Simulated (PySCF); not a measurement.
GeI$_{2}$, charge -1, doublet, at a GFN2-xTB geometry (a state made from the parent by changing its charge; the spin is typed, not shown lowest) (all electrons, no relativity) (in this run its highest filled SCF level lies above zero, so its values depend strongly on the basis, on diffuse functions most of all); B3LYP/STO-3G in PySCF.

Input for PySCF:
```python
from pyscf import gto, scf, dft

mol = gto.M(
    atom='''
Ge    0.002627   -0.011926    1.289323
I     1.102794   -1.884486   -0.408943
I    -1.104380    1.891686   -0.369517
''',
    basis='sto-3g',
    charge=-1,
    spin=1,
    verbose=4,
)

mf = dft.UKS(mol)
mf.xc = 'b3lyp'
mf.kernel()
mf.analyze()
```

**Question.** Predict the main parts of the log of this PySCF run.

**Answer.** 
```
PySCF version 2.14.0

[INPUT] verbose = 4
[INPUT] num. atoms = 3
[INPUT] num. electrons = 139
[INPUT] charge = -1
[INPUT] spin (= nelec alpha-beta = 2S) = 1
[INPUT] symmetry False subgroup None
[INPUT] Mole.unit = angstrom
[INPUT] Symbol           X                Y                Z      unit          X                Y                Z       unit  Magmom
[INPUT]  1 Ge     0.002627000000  -0.011926000000   1.289323000000 AA    0.004964310529  -0.022536873762   2.436467356103 Bohr   0.0
[INPUT]  2 I      1.102794000000  -1.884486000000  -0.408943000000 AA    2.083978631814  -3.561162425577  -0.772790270558 Bohr   0.0
[INPUT]  3 I     -1.104380000000   1.891686000000  -0.369517000000 AA   -2.086975737447   3.574768453674  -0.698285928371 Bohr   0.0

nuclear repulsion = 990.895684298457
number of shells = 30
number of NR pGTOs = 216
number of NR cGTOs = 72
basis = sto-3g
ecp = {}

******** <class 'pyscf.dft.uks.UKS'> ********
method = UKS
initial guess = minao
damping factor = 0
level_shift factor = 0
DIIS = <class 'pyscf.scf.diis.CDIIS'>
diis_start_cycle = 1
diis_space = 8
diis_damp = 0
SCF conv_tol = 1e-09
SCF conv_tol_grad = None
SCF max_cycles = 50
direct_scf = True
direct_scf_tol = 1e-13
number electrons alpha = 70  beta = 69
XC library pyscf.dft.libxc version 7.1.2
    S. Lehtola, C. Steigemann, M. J. T. Oliveira, and M. A. L. Marques,  SoftwareX 7, 1–5 (2018)
XC functionals = b3lyp
    P. J. Stephens, F. J. Devlin, C. F. Chabalowski, and M. J. Frisch,  J. Phys. Chem. 98, 11623 (1994)
radial grids:
    Treutler-Ahlrichs [JCP 102, 346 (1995); DOI:10.1063/1.469408] (M4) radial grids

becke partition: Becke, JCP 88, 2547 (1988); DOI:10.1063/1.454033
pruning grids: <function nwchem_prune>
grids dens level: 3
symmetrized grids: False
atomic radii adjust function: <function treutler_atomic_radii_adjust>
small_rho_cutoff = 0
Set gradient conv threshold to 3.16228e-05
tot grids = 64560
init E= -15712.8156838092

cycle= 1 E= -15758.6509472773  delta_E= -45.8  |g|=  0.2  |ddm|= 1.76
cycle= 2 E= -15758.6818483631  delta_E= -0.0309  |g|= 0.0546  |ddm|= 0.776
cycle= 3 E= -15758.6850412369  delta_E= -0.00319  |g|= 0.0384  |ddm|= 0.318
cycle= 4 E= -15758.6871141677  delta_E= -0.00207  |g|= 0.00192  |ddm|= 0.124
cycle= 5 E= -15758.6871394457  delta_E= -2.53e-05  |g|= 0.00113  |ddm|= 0.0194
cycle= 6 E= -15758.6871476934  delta_E= -8.25e-06  |g|= 0.000411  |ddm|= 0.012
cycle= 7 E= -15758.6871508127  delta_E= -3.12e-06  |g|= 0.000229  |ddm|= 0.00825
cycle= 8 E= -15758.687152118  delta_E= -1.31e-06  |g|= 0.000108  |ddm|= 0.00672
cycle= 9 E= -15758.6871524093  delta_E= -2.91e-07  |g|= 3.62e-05  |ddm|= 0.00397
cycle= 10 E= -15758.6871524356  delta_E= -2.62e-08  |g|= 1.15e-05  |ddm|= 0.00115
cycle= 11 E= -15758.6871524368  delta_E= -1.25e-09  |g|= 2.72e-06  |ddm|= 0.000251
cycle= 12 E= -15758.6871524369  delta_E= -5.82e-11  |g|= 9.99e-07  |ddm|= 3.39e-05
Extra cycle  E= -15758.6871524369  delta_E= 1.46e-11  |g|= 7.46e-07  |ddm|= 1.01e-05
converged SCF energy = -15758.6871524369  <S^2> = 0.75324935  2S+1 = 2.0032467
**** SCF Summaries ****
Total Energy =                      -15758.687152436859833
Nuclear Repulsion Energy =             990.895684298457354
One-electron Energy =               -23780.347876177085709
Two-electron Energy =                 7030.765039441768749
Two-electron Coulomb Energy =         7464.111181795352422
DFT Exchange-Correlation Energy =     -433.346142353583275
**** MO energy ****
                             alpha | beta                alpha | beta
MO #1   energy= -1152.92261753322  | -1152.92261128866  occ= 1 | 1
MO #2   energy= -1152.92261741064  | -1152.9226111666   occ= 1 | 1
MO #3   energy= -393.763167591963  | -393.761799729233  occ= 1 | 1
MO #4   energy= -172.170792869372  | -172.170787666388  occ= 1 | 1
MO #5   energy= -172.170772098906  | -172.170766906635  occ= 1 | 1
MO #6   energy= -164.347179793405  | -164.347200645383  occ= 1 | 1
MO #7   energy= -164.34717700154   | -164.347197853802  occ= 1 | 1
MO #8   energy= -164.3463615749    | -164.34634102048   occ= 1 | 1
MO #9   energy= -164.346361032396  | -164.346339532811  occ= 1 | 1
MO #10  energy= -164.346342844507  | -164.346323001209  occ= 1 | 1
MO #11  energy= -164.346341357569  | -164.34632245896   occ= 1 | 1
MO #12  energy= -47.6134490017152  | -47.6126242321434  occ= 1 | 1
MO #13  energy= -43.2637187829916  | -43.2634125099196  occ= 1 | 1
MO #14  energy= -43.2621001173925  | -43.2616414565472  occ= 1 | 1
MO #15  energy= -43.2620009859664  | -43.2586821386185  occ= 1 | 1
MO #16  energy= -33.1283023024004  | -33.1282936265127  occ= 1 | 1
MO #17  energy= -33.1282211614528  | -33.128212694802   occ= 1 | 1
MO #18  energy= -30.4299228233493  | -30.4299571386741  occ= 1 | 1
MO #19  energy= -30.4298753700634  | -30.429909768206   occ= 1 | 1
MO #20  energy= -30.4269010861854  | -30.4268731995884  occ= 1 | 1
MO #21  energy= -30.4268920881886  | -30.4268474273158  occ= 1 | 1
MO #22  energy= -30.4268762139091  | -30.4268406833762  occ= 1 | 1
MO #23  energy= -30.4268504466801  | -30.4268316972741  occ= 1 | 1
MO #24  energy= -21.7626685577931  | -21.7626795469479  occ= 1 | 1
MO #25  energy= -21.7626665682811  | -21.7626775618176  occ= 1 | 1
MO #26  energy= -21.7619988244883  | -21.7619972739534  occ= 1 | 1
MO #27  energy= -21.7619982561147  | -21.7619969286086  occ= 1 | 1
MO #28  energy= -21.7619831469037  | -21.7619876665987  occ= 1 | 1
MO #29  energy= -21.7619827905312  | -21.7619870982893  occ= 1 | 1
MO #30  energy= -21.7599860451258  | -21.7599605950606  occ= 1 | 1
MO #31  energy= -21.7599858996144  | -21.759960474183   occ= 1 | 1
MO #32  energy= -21.7599858801423  | -21.7599604299949  occ= 1 | 1
MO #33  energy= -21.7599857090043  | -21.7599602840574  occ= 1 | 1
MO #34  energy= -5.42316982816626  | -5.42314717555038  occ= 1 | 1
MO #35  energy= -5.42316829949487  | -5.423145686694    occ= 1 | 1
MO #36  energy= -5.19870577177742  | -5.19629563555526  occ= 1 | 1
MO #37  energy= -4.18989328951979  | -4.18998747873976  occ= 1 | 1
MO #38  energy= -4.1898903563133   | -4.18998462542691  occ= 1 | 1
MO #39  energy= -4.17978847348923  | -4.17967600650353  occ= 1 | 1
MO #40  energy= -4.17978746212438  | -4.17966621803352  occ= 1 | 1
MO #41  energy= -4.17968397186177  | -4.17962303028136  occ= 1 | 1
MO #42  energy= -4.17967418914533  | -4.17962204363616  occ= 1 | 1
MO #43  energy= -3.42841626511266  | -3.42811994515592  occ= 1 | 1
MO #44  energy= -3.42441582089411  | -3.42366778582173  occ= 1 | 1
MO #45  energy= -3.42026737602442  | -3.41239148111006  occ= 1 | 1
MO #46  energy= -1.30454634553864  | -1.30455808793761  occ= 1 | 1
MO #47  energy= -1.30428794836278  | -1.30431461345026  occ= 1 | 1
MO #48  energy= -1.30142950861203  | -1.30140250437817  occ= 1 | 1
MO #49  energy= -1.30136986243439  | -1.30138759028553  occ= 1 | 1
MO #50  energy= -1.30135483376343  | -1.30138182184939  occ= 1 | 1
MO #51  energy= -1.30133717001914  | -1.30133333089613  occ= 1 | 1
MO #52  energy= -1.29393272394771  | -1.29385827529906  occ= 1 | 1
MO #53  energy= -1.29393110143983  | -1.29385665985397  occ= 1 | 1
MO #54  energy= -1.29392199977008  | -1.29384763612163  occ= 1 | 1
MO #55  energy= -1.29391968538026  | -1.29384531873897  occ= 1 | 1
MO #56  energy= -0.295650160311132 | -0.287873937931241 occ= 1 | 1
MO #57  energy= -0.260896888043259 | -0.260362193688874 occ= 1 | 1
MO #58  energy= -0.150469508853342 | -0.126829199561707 occ= 1 | 1
MO #59  energy= -0.0229709413846701 | -0.0208282093715818 occ= 1 | 1
MO #60  energy= 0.0156742700739334 | 0.0195211764708546 occ= 1 | 1
MO #61  energy= 0.0185645080742576 | 0.0268528195986673 occ= 1 | 1
MO #62  energy= 0.0334342284367982 | 0.0356010546037326 occ= 1 | 1
MO #63  energy= 0.0381144889470499 | 0.0380508741180092 occ= 1 | 1
MO #64  energy= 0.0509447571038082 | 0.059614748450864  occ= 1 | 1
MO #65  energy= 0.127797385506145  | 0.127888724869676  occ= 1 | 1
MO #66  energy= 0.130629039070807  | 0.129350215983231  occ= 1 | 1
MO #67  energy= 0.130798656958671  | 0.133976577018922  occ= 1 | 1
MO #68  energy= 0.133656025955168  | 0.136822805452844  occ= 1 | 1
MO #69  energy= 0.136945587214297  | 0.139344210801783  occ= 1 | 1
MO #70  energy= 0.140275028399824  | 0.261053119979161  occ= 1 | 0
MO #71  energy= 0.296535497387667  | 0.312449238210898  occ= 0 | 0
MO #72  energy= 0.32351773887332   | 0.337501948457688  occ= 0 | 0

To work with the spin densities directly, `use mulliken_meta_spin()` only printing them here.

 ** Mulliken spin pop alpha/beta on meta-lowdin orthogonal AOs **
 ** Mulliken Spin Density (per AO)  **
spin_pop of  0 Ge 1s        0.00000
spin_pop of  0 Ge 2s        0.00000
spin_pop of  0 Ge 3s        0.00000
spin_pop of  0 Ge 4s        0.00700
spin_pop of  0 Ge 2px       0.00000
spin_pop of  0 Ge 2py       0.00000
spin_pop of  0 Ge 2pz       0.00000
spin_pop of  0 Ge 3px       0.00103
spin_pop of  0 Ge 3py       0.00035
spin_pop of  0 Ge 3pz       0.00001
spin_pop of  0 Ge 4px       0.71480
spin_pop of  0 Ge 4py       0.26248
spin_pop of  0 Ge 4pz       0.02101
spin_pop of  0 Ge 3dxy     -0.00600
spin_pop of  0 Ge 3dyz     -0.00592
spin_pop of  0 Ge 3dz^2    -0.00013
spin_pop of  0 Ge 3dxz     -0.00179
spin_pop of  0 Ge 3dx2-y2   -0.00190
spin_pop of  1 I 1s       -0.00000
spin_pop of  1 I 2s        0.00000
spin_pop of  1 I 3s        0.00000
spin_pop of  1 I 4s       -0.00000
spin_pop of  1 I 5s        0.00010
spin_pop of  1 I 2px       0.00000
spin_pop of  1 I 2py      -0.00000
spin_pop of  1 I 2pz      -0.00000
spin_pop of  1 I 3px       0.00000
spin_pop of  1 I 3py       0.00000
spin_pop of  1 I 3pz      -0.00000
spin_pop of  1 I 4px       0.00001
spin_pop of  1 I 4py      -0.00000
spin_pop of  1 I 4pz      -0.00000
spin_pop of  1 I 5px       0.01478
spin_pop of  1 I 5py      -0.00359
spin_pop of  1 I 5pz      -0.00679
spin_pop of  1 I 3dxy      0.00000
spin_pop of  1 I 3dyz      0.00000
spin_pop of  1 I 3dz^2     0.00000
spin_pop of  1 I 3dxz      0.00000
spin_pop of  1 I 3dx2-y2    0.00000
spin_pop of  1 I 4dxy      0.00000
spin_pop of  1 I 4dyz      0.00000
spin_pop of  1 I 4dz^2     0.00000
spin_pop of  1 I 4dxz      0.00001
spin_pop of  1 I 4dx2-y2    0.00001
spin_pop of  2 I 1s       -0.00000
spin_pop of  2 I 2s        0.00000
spin_pop of  2 I 3s        0.00000
spin_pop of  2 I 4s       -0.00000
spin_pop of  2 I 5s        0.00010
spin_pop of  2 I 2px       0.00000
spin_pop of  2 I 2py      -0.00000
spin_pop of  2 I 2pz      -0.00000
spin_pop of  2 I 3px       0.00000
spin_pop of  2 I 3py       0.00000
spin_pop of  2 I 3pz      -0.00000
spin_pop of  2 I 4px       0.00001
spin_pop of  2 I 4py      -0.00000
spin_pop of  2 I 4pz      -0.00000
spin_pop of  2 I 5px       0.01475
spin_pop of  2 I 5py      -0.00386
spin_pop of  2 I 5pz      -0.00648
spin_pop of  2 I 3dxy      0.00000
spin_pop of  2 I 3dyz      0.00000
spin_pop of  2 I 3dz^2     0.00000
spin_pop of  2 I 3dxz      0.00000
spin_pop of  2 I 3dx2-y2    0.00000
spin_pop of  2 I 4dxy      0.00000
spin_pop of  2 I 4dyz      0.00000
spin_pop of  2 I 4dz^2     0.00000
spin_pop of  2 I 4dxz      0.00001
spin_pop of  2 I 4dx2-y2    0.00001
 ** Mulliken Spin Density (per atom)  **
spin density of  0 Ge =      0.99095
spin density of  1 I =      0.00453
spin density of  2 I =      0.00453
 ** Mulliken pop alpha/beta on meta-lowdin orthogonal AOs **
 ** Mulliken pop       alpha | beta **
In total            70.00000 | 69.00000
 ** Mulliken atomic charges   ( Nelec_alpha | Nelec_beta ) **
charge of  0Ge =     -0.12185  (    16.55640     15.56545 )
charge of  1I =     -0.43908  (    26.72180     26.71728 )
charge of  2I =     -0.43908  (    26.72180     26.71728 )

WARN: System has nonzero charge -1; the dipole moment is origin-dependent.
Location of origin: [0. 0. 0.]

Dipole moment(X, Y, Z, Debye):  0.00115, -0.00523,  0.56649
```
